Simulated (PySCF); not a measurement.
# A scan of NdSi with bad points

ROHF; basis Nd x2c-TZVPall, Si x2c-TZVPall; spin-free X2C with a Gaussian nucleus; PySCF 2.14; septet, unpaired electrons σ ↑, π ↑↑, δ ↑↑, φ ↑ requested.

```
R (Å)  E (eV)   ⟨S²⟩  ⟨Lz²⟩  μ (D)
2.492  -0.602  12.00  11.70  -6.32
2.608  -0.827  12.00  11.71  -6.66
2.724  -0.887  12.00  11.71  -6.75
2.811   0.123  12.00   9.00  -7.29
2.898   0.048  12.00   9.00  -7.23
2.985   0.010  12.00   9.00  -7.07
3.101   0.000  12.00   9.00  -6.74
3.246   0.025  12.00   9.00  -6.24
3.420   0.078  12.00   9.00  -5.62
3.651   0.157  12.00   9.00  -4.84
```

The run flagged 2.492, 2.608, 2.724 Å: there the SCF either missed its threshold or ended in another occupation than the one requested, so the fit leaves that out.
